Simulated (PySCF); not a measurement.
PySCF input for Al(F)(Cl)(OH) (AlClFHO), SMILES [OH][Al]([F])[Cl], B3LYP/pcJ-1. Coordinates come from a PBE0-D3(BJ)/def2-SVP optimisation. The values are those of a single conformer.

```python
import numpy as np
from pyscf import gto, scf, dft
from pyscf.prop.ssc import rks as ssc

mol = gto.M(
    atom='''
    Al    0.02707797   -0.40911275   -0.00000000
    F     1.51448175   -1.13513031    0.00000000
    Cl   -0.08048569    1.66230815    0.00000000
    O    -1.39420120   -1.30763178    0.00000000
    H    -1.46048309   -2.26354577   -0.00000000
    ''',
    basis='pcJ-1',
    charge=0,
    spin=0,
    max_memory=1600,
    verbose=3,
)
mf = dft.RKS(mol, xc='b3lyp')
mf.grids.level = 3
mf.conv_tol = 1e-10
mf.max_cycle = 100
mf.kernel()
j = ssc.SSC(mf)
j.with_fcsd = True
j.max_cycle_cphf = 80
j.conv_tol = 1e-7
e11 = j.kernel()
```

Log of the run:

```
converged SCF energy = -873.989124824884
Reduced spin-spin coupling constant K (Hz)
               #0        #1        #2        #3        #4
        0 Al   0.00000
        1 F  -42.26621   0.00000
        2 Cl -45.16077  -8.35652   0.00000
        3 O   19.46928  -5.90262  -2.03433   0.00000
        4 H    1.33664  -0.22247   0.29525  23.18821   0.00000
Spin-spin coupling constant J (Hz)
               #0        #1        #2        #3        #4
        0 Al   0.00000
        1 F  -323.69296   0.00000
        2 Cl -36.04264 -24.07344   0.00000
        3 O  -21.48240  23.50905   0.84436   0.00000
        4 H   10.87510  -6.53345   0.90362 -98.11516   0.00000
```

The calculation finished and met its thresholds.

Cost: roughly 70 core-seconds.
